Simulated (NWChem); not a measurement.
System: WNH3O3; SMILES [NH2][W](=[O])(=[O])[OH]

```xyz
8

W      0.0377     0.0104     0.0000
O      1.0275     0.0075    -1.3921
O      1.0275     0.0075     1.3921
O     -1.0867     1.5282     0.0000
H     -0.8885     2.4695     0.0000
N     -1.0243    -1.6126     0.0000
H     -1.2394    -2.1479    -0.8372
H     -1.2394    -2.1479     0.8372
```
Atoms are numbered in this order, from 1.

Program: NWChem. Coordinates come from a PBE0/def2-SVP optimisation. No frequency run checked for a minimum. def2 effective core potentials on W; no spin-orbit coupling. Level SCAN/def2-SVP: energy and gradient on several grids; changes count from the extra-fine grid, which is no exact limit either.

```csv
grid,size of the energy change (μHa),largest change of a gradient component (μHa/bohr),"time, medium = 1 (rough)"
xcoarse,10000,10000,about 1
coarse,20000,2000,about 1
medium,7000,700,about 1
fine,2000,300,about 1
xfine,< 10,< 30,2
```
